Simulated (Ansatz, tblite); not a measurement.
Isomers of Sn4Cl4 (singlet), found by a short tight-binding search and relaxed with PBE0-D4/def2-SVP in Ansatz.

In the def2 sets Sn takes a core potential; there is no spin–orbit coupling. The xTB rows come from tblite. Correlated methods freeze 36 core orbitals; core or outer-core shells of Sn are correlated, in sets that lack core-valence functions.

Run but left out: HF/def2-SVP (B: restricted singlet, unstable towards broken spin symmetry); B2PLYP/def2-TZVP (B: restricted singlet, unstable in another Hartree–Fock run and untested here).

B: The restricted singlet is unstable towards broken spin symmetry in Hartree–Fock (as tested in another run); at PBE-D4/def2-TZVP, BLYP-D4/def2-TZVP, r2SCAN-D4/def2-TZVP, PBE0-D4/def2-TZVP this wasn't settled. At MP2/def2-SVP the restricted singlet (for correlated methods, its reference) is unstable: a solution with broken spin symmetry lies lower.

Other spin states weren't relaxed.

A:

```csv
atom,x (Å),y (Å),z (Å)
Sn1,-2.2164,-0.3669,-0.3609
Sn2,0.2845,1.4870,-0.9439
Sn3,0.2793,-1.8483,-1.2931
Sn4,-0.6628,0.5037,2.1149
Cl5,1.5132,-0.1559,-2.8251
Cl6,-1.1999,-2.2451,1.2209
Cl7,0.3331,2.8206,1.4927
Cl8,1.6691,-0.1949,0.5945
```

B:

Cartesian coordinates in Å:
```
Sn -2.303 0.198 -0.399
Sn -0.071 1.341 1.013
Sn 0.045 -1.357 -0.987
Sn 2.271 -0.200 0.402
Cl 3.427 -1.423 2.095
Cl -3.364 1.446 -2.137
Cl -0.147 3.252 2.408
Cl 0.142 -3.258 -2.396
```

C:

```xyz
8

Sn    0.218    2.401   -0.633
Sn   -0.232   -1.141    2.459
Sn    0.792   -1.092   -0.311
Sn    0.421    0.251   -2.723
Cl   -2.425   -1.483    1.497
Cl   -1.844    1.202   -1.639
Cl    3.147   -1.570   -0.483
Cl   -0.077    1.432    1.834
```

Problem. Estimate which lies lowest at each level, and how far above it the others are (kcal/mol).

Solution. 
```csv
level,A,B,C
GFN1-xTB,0.0,37.4,22.7
GFN2-xTB,0.4,35.9,0.0
PBE-D4/def2-TZVP,0.0,28.4,6.4
BLYP-D4/def2-TZVP,0.0,30.7,3.5
r2SCAN-D4/def2-TZVP,0.0,23.9,2.8
PBE0-D4/def2-TZVP,0.0,26.6,3.6
MP2/def2-SVP,0.0,21.6,4.1
```
Point groups (tolerance 0.1 Å): A Cs, B not assigned, C not assigned. Lower isomers may exist.
